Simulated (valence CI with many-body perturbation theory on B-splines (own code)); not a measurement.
## Valence orbitals of Ce XLV

Calculated by configuration interaction combined with many-body perturbation theory (CI+MBPT): four valence electrons over a frozen Dirac-Fock core [Ne], a basis of 11 s, 11 p, 10 d, 8 f, 5 g, 2 h functions for each j, with the one-electron correlation potential Σ1, the two-electron term Σ2, the three-electron term Σ3, Breit, model QED; selected CI, second order for the rest, scaled by the run's own slope (own B-spline code, finite nucleus).

No measured spectrum was set against this ion. As an estimate, large intervals hold to a few tenths of a per cent, small ones and those within an open d or f shell to about a per cent. Among the levels kept, up to 550 cm⁻¹ of a level comes from second order outside the variational space, and about a tenth of that is noise between levels of different J, which matters for small intervals.

These are the spectroscopic orbitals of the CI (the correlating ones are not listed), shaped by the core and the other valence electrons. h is the expectation value of the core's Dirac-Fock operator, without the valence repulsion; Σ1 is computed up to l = 3 at one energy for each symmetry, that of its lowest orbital but kept below the first core excitation, so for empty shells it is not the orbital's own correlation shift; Breit and QED include the response of the core.

| Orbital | h (hartree) | Σ1 (cm⁻¹) | Breit (cm⁻¹) | QED (cm⁻¹) | ⟨r⟩ (bohr) |
| --- | --- | --- | --- | --- | --- |
| 3s1/2 | -145.76 | -6735 | 19458 | 15338 | 0.2513 |
| 4s1/2 | -79.289 | -2249 | 7525 | 6111 | 0.4660 |
| 5s1/2 | -49.738 | -1027 | 3592 | 2977 | 0.7492 |
| 6s1/2 | -34.086 | -560 | 2008 | 1675 | 1.098 |
| 7s1/2 | -24.807 | -340 | 1236 | 1035 | 1.514 |
| 8s1/2 | -18.858 | -222 | 815 | 684 | 1.996 |
| 3p1/2 | -141.66 | -8654 | 32484 | 69.8 | 0.2382 |
| 4p1/2 | -77.578 | -2834 | 12625 | 39.6 | 0.4571 |
| 5p1/2 | -48.879 | -1302 | 6135 | 22.0 | 0.7435 |
| 6p1/2 | -33.595 | -713 | 3453 | 13.1 | 1.096 |
| 7p1/2 | -24.5 | -434 | 2134 | 8.4 | 1.515 |
| 8p1/2 | -18.654 | -284 | 1411 | 5.7 | 2.001 |
| 3p3/2 | -137.2 | -7822 | 19162 | 1577 | 0.2470 |
| 4p3/2 | -75.762 | -2634 | 7399 | 635 | 0.4689 |
| 5p3/2 | -47.967 | -1224 | 3823 | 316 | 0.7583 |
| 6p3/2 | -33.074 | -674 | 2154 | 180 | 1.114 |
| 7p3/2 | -24.175 | -412 | 1333 | 112 | 1.536 |
| 8p3/2 | -18.438 | -271 | 883 | 74.3 | 2.024 |
| 3d3/2 | -132.08 | -9561 | 14986 | -515 | 0.2130 |
| 4d3/2 | -73.798 | -2651 | 5364 | -174 | 0.4405 |
| 5d3/2 | -47.004 | -1179 | 2549 | -81.2 | 0.7341 |
| 6d3/2 | -32.529 | -639 | 1420 | -44.8 | 1.094 |
| 7d3/2 | -23.837 | -387 | 874 | -27.4 | 1.520 |
| 3d5/2 | -131.04 | -8828 | 7153 | 70.7 | 0.2157 |
| 4d5/2 | -73.353 | -2440 | 2538 | 62.3 | 0.4438 |
| 5d5/2 | -46.775 | -1086 | 1231 | 37.2 | 0.7381 |
| 6d5/2 | -32.396 | -589 | 688 | 23.0 | 1.099 |
| 7d5/2 | -23.754 | -358 | 424 | 14.9 | 1.526 |
| 4f5/2 | -72.291 | -2280 | 511 | -75.6 | 0.3887 |
| 5f5/2 | -46.245 | -1108 | 349 | -40.8 | 0.6863 |
| 6f5/2 | -32.095 | -624 | 220 | -24.1 | 1.050 |
| 7f5/2 | -23.566 | -387 | 146 | -15.3 | 1.480 |
| 4f7/2 | -72.104 | -2202 | 132 | 27.6 | 0.3903 |
| 5f7/2 | -46.149 | -1066 | 89.4 | 11.8 | 0.6881 |
| 6f7/2 | -32.039 | -600 | 54.5 | 6.3 | 1.052 |
| 7f7/2 | -23.531 | -372 | 36.3 | 3.8 | 1.482 |
| 5g7/2 | -46.037 |  | 11.0 | -16.9 | 0.6064 |
| 6g7/2 | -31.975 |  | 10.9 | -10.0 | 0.9712 |
| 7g7/2 | -23.49 |  | 8.6 | -6.4 | 1.403 |
| 5g9/2 | -45.981 |  | 1.7 | 12.5 | 0.6076 |
| 6g9/2 | -31.942 |  | 1.6 | 7.1 | 0.9725 |
| 7g9/2 | -23.469 |  | 1.3 | 4.4 | 1.404 |
| 6h9/2 | -31.925 |  |  |  | 0.8642 |
| 6h11/2 | -31.904 |  |  |  | 0.8651 |

Among the shells of the start configuration 3s2 3p2, Σ1 is largest in size for 3p1/2, where it is 0.028 % of h.

Lowest root of each symmetry, sizes in configuration state functions:

| J | Parity | Roots | Reference | Variational | Second order | Change by selected CI (cm⁻¹) | Change by second order (cm⁻¹) |
| --- | --- | --- | --- | --- | --- | --- | --- |
| 0 | even | 13 | 61 | 22609 | 70580 | -9301 | 0 |
| 1 | even | 17 | 125 | 31993 | 149625 | -8080 | -37 |
| 2 | even | 25 | 164 | 31998 | 232614 | -8979 | -151 |
| 3 | even | 15 | 123 | 31989 | 268475 | -10052 | -155 |
| 4 | even | 10 | 79 | 31999 | 260815 | -9854 | -189 |
| 5 | even | 3 | 28 | 31998 | 144099 | -10231 | -37 |
| 0 | odd | 10 | 55 | 24008 | 47555 | -8729 | -1 |
| 1 | odd | 25 | 145 | 32000 | 149924 | -9266 | -106 |
| 2 | odd | 29 | 177 | 31997 | 232197 | -7123 | -198 |
| 3 | odd | 23 | 153 | 31988 | 268636 | -9086 | -271 |
| 4 | odd | 14 | 100 | 31997 | 260473 | -8903 | -233 |
| 5 | odd | 5 | 48 | 31998 | 183630 | -13285 | -99 |
| 6 | odd | 2 | 16 | 22139 | 83083 | -9599 | -16 |
